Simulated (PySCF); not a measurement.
Homolysis of single bonds, series Sn Cl-H. Isolated molecules, 0 K electronic values unless said otherwise. Strings in code marks are SMILES. In the def2 sets, heavy atoms carry core potentials. All members: neutral, multiplicity 1. Level: TPSSh-D3(BJ)/def2-TZVP // B3LYP-D3(BJ)/def2-TZVP (PySCF), beside PBE-D3(BJ)/def2-TZVP // B3LYP-D3(BJ)/def2-TZVP (PySCF) at the same geometries. 

```
species                     HOMO–LUMO gap, PBE (eV)  HOMO–LUMO gap, TPSSh-D3(BJ) (eV)
--------------------------  -----------------------  --------------------------------
`[Cl][Sn]([Cl])([Cl])[Cl]`                     4.01                              5.15
`[Cl][SnH]([Cl])[Cl]`                          4.59                          withheld
`[Cl][SnH2][Cl]`                               5.12                              6.30
`[Cl][SnH3]`                                   5.45                              6.61
`[SnH4]`                                       7.60                              8.86
```

Q: Fit y = a + b·x, y being the HOMO–LUMO gap at the first level, to the 4 complete rows by least squares, with x = the PBE value in eV. Give a, b and the rms residual, and predict the withheld value.

A: Means of the 4 rows: x̄ = 5.545, ȳ = 6.73 eV. Σ(x − x̄)² = 6.7689 and Σ(x − x̄)(y − ȳ) = 6.9966, so b = 1.034 and a = ȳ − b·x̄ = 0.996 eV. The rms residual is 0.013 eV. At x = 4.59 the line gives 5.74 eV. The run for `[Cl][SnH]([Cl])[Cl]` gave 5.74 eV, so the line is off by 0.00 eV, within twice the rms residual.

Codes: PySCF.
